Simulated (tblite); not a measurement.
Isomers of C5H8FN. Method: GFN2-xTB as coded in tblite; computed harmonic values from a numerical Hessian at the method's own geometry, unscaled. This tight-binding method is rough: wavenumbers can miss measured ones by several per cent, in bad cases by 10 to 20. One conformer each.

Electronic energies: GFN2-xTB at the same geometries; isomer energies are rough at this level and their order can be wrong.

| SMILES | electronic energy, lowest = 0 (kcal/mol) |
| --- | --- |
| C[C@H](F)CCC#N | 9.9 |
| CN1C=C(F)CC1 | 0.0 |
| N[C@@]12CC[C@@H]1[C@@H]2F | 24.0 |
| [H]/N=C\C=C(\F)CC | 23.3 |

**Question.** How do GFN2-xTB zero-point energies change the relative energies?

**Answer.** 
```json
{"SMILES": "CN1C=C(F)CC1", "ZPE (kcal/mol)": "76.6", "of it from modes above 1550 cm⁻¹": "36.5", "electronic (kcal/mol)": "0.0", "with ZPE, lowest = 0 (kcal/mol)": "0.0", "lowest mode (cm⁻¹)": "122", "rings": "1"}
{"SMILES": "C[C@H](F)CCC#N", "ZPE (kcal/mol)": "75.9", "of it from modes above 1550 cm⁻¹": "37.7", "electronic (kcal/mol)": "9.9", "with ZPE, lowest = 0 (kcal/mol)": "9.1", "lowest mode (cm⁻¹)": "54", "rings": "0"}
{"SMILES": "[H]/N=C\\C=C(\\F)CC", "ZPE (kcal/mol)": "75.5", "of it from modes above 1550 cm⁻¹": "39.9", "electronic (kcal/mol)": "23.3", "with ZPE, lowest = 0 (kcal/mol)": "22.1", "lowest mode (cm⁻¹)": "24", "rings": "0"}
{"SMILES": "N[C@@]12CC[C@@H]1[C@@H]2F", "ZPE (kcal/mol)": "77.0", "of it from modes above 1550 cm⁻¹": "35.7", "electronic (kcal/mol)": "24.0", "with ZPE, lowest = 0 (kcal/mol)": "24.4", "lowest mode (cm⁻¹)": "195", "rings": "2"}
```

The zero-point energies span 1.5 kcal/mol, from `[H]/N=C\C=C(\F)CC` to `N[C@@]12CC[C@@H]1[C@@H]2F`. The order is unchanged.

**Question.** What do entropy and thermal enthalpy add at 298.15 K and 1 bar (rigid rotor, harmonic oscillator, one conformer each)?

**Answer.** 
```csv
SMILES,point group,symmetry number,S (cal/(mol K)),H − H(0) (kcal/mol),ZPE + H − H(0) − TS (kcal/mol)
CN1C=C(F)CC1,C1,1,81.7,4.97,57.3
C[C@H](F)CCC#N,C1,1,88.0,5.60,55.3
N[C@@]12CC[C@@H]1[C@@H]2F,C1,1,79.3,4.72,58.1
```

Not tabulated: `[H]/N=C\C=C(\F)CC` (lowest mode only 24 cm⁻¹).
